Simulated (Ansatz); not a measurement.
Cost and result for the atomization energy of CH8N2SSi, SMILES `NC(S)N[SiH3]` (13 atoms, 12 bonds).

| atom | x (Å) | y (Å) | z (Å) |
| --- | --- | --- | --- |
| N1 | 0.600 | 1.753 | 0.766 |
| C2 | -0.198 | 0.770 | 0.078 |
| S3 | -1.867 | 0.719 | 0.874 |
| N4 | 0.527 | -0.454 | 0.047 |
| Si5 | 0.136 | -1.769 | -1.005 |
| H6 | 0.104 | 2.630 | 0.849 |
| H7 | 1.471 | 1.901 | 0.268 |
| H8 | -0.461 | 1.031 | -0.959 |
| H9 | -1.395 | 0.516 | 2.116 |
| H10 | 0.937 | -0.660 | 0.948 |
| H11 | -0.003 | -1.213 | -2.376 |
| H12 | -1.120 | -2.497 | -0.674 |
| H13 | 1.269 | -2.726 | -0.932 |

Charge 0, multiplicity 1. All single points use the PBE0-D4/def2-TZVP geometry. It is one conformer, not always the lowest. Program: Ansatz. All runs use 4 threads of an Arm Neoverse V1 on a shared host. Times are those of one run each, without the atoms' runs, and a repeat can differ threefold. Electronic energies, without spin–orbit coupling; frozen cores. CCSD(T)/CBS adds CCSD(T) − MP2 in def2-TZVPP to the MP2 limit, and its time is that of the two runs behind it. T1 = 0.011. B3LYP takes the VWN-RPA correlation (the form of Gaussian; ORCA's B3LYP/G). HSE06 is the plane-wave form, built on full-range PBE exchange.

CCSD(T)/CBS is a level of theory with its own doubt, some kJ/mol a heavy atom from the limit and from the frozen cores, so smaller differences don't rank the functionals.

```
                             level  functions  wall time  atomization (kJ/mol)  difference from CCSD(T)/CBS  per bond
            LDA (SPW92)/def2-TZVPP        289      1.8 s                4986.4                        651.9      54.3
   PBE-D4/def2-TZVPP (with forces)        289      3.6 s                4409.6                         75.1       6.3
                PBE0-D4/def2-TZVPP        289      4.6 s                4327.4                         -7.1      -0.6
               BHLYP-D4/def2-TZVPP        289      4.7 s                4214.8                       -119.7     -10.0
               HSE06-D4/def2-TZVPP        289      4.7 s                4330.5                         -4.0      -0.3
r2SCAN-D4/def2-TZVPP (with forces)        289        7 s                4316.7                        -17.8      -1.5
 B3LYP-D4/def2-TZVPP (with forces)        289      7.5 s                4347.3                         12.8       1.1
               PBE-QIDH/def2-TZVPP        289      8.5 s                4275.6                        -58.9      -4.9
                  CCSD(T)/def2-SVP        118      8.5 s                4018.2                       -316.3     -26.4
                 B2PLYP/def2-TZVPP        289        9 s                4276.2                        -58.3      -4.9
                    MP2/def2-QZVPP        551       38 s                4312.5                        -22.0      -1.8
                CCSD(T)/def2-TZVPP        289      5 min                4195.4                       -139.1     -11.6
                 CCSD(T)/CBS(def2)          –    5.7 min                4334.5                          0.0       0.0
```

From BLYP to BHLYP (50 % exact exchange), in def2-TZVPP and without D4, the atomization energy moves by −98.2 kJ/mol: exact exchange takes away binding that semilocal exchange gives to molecules. The D4 term adds +49.0 kJ/mol with B3LYP and +25.8 kJ/mol with PBE0; it sums over pairs of atoms, weighted by their polarisabilities, and B3LYP, whose exchange is more repulsive, gets the larger term. At CCSD(T), def2-SVP lies −316.3 kJ/mol from the extrapolated value and def2-TZVPP −139.1 kJ/mol: correlation converges slowly with the basis, and small sets miss more of it in the bonded molecule than in its fragments.
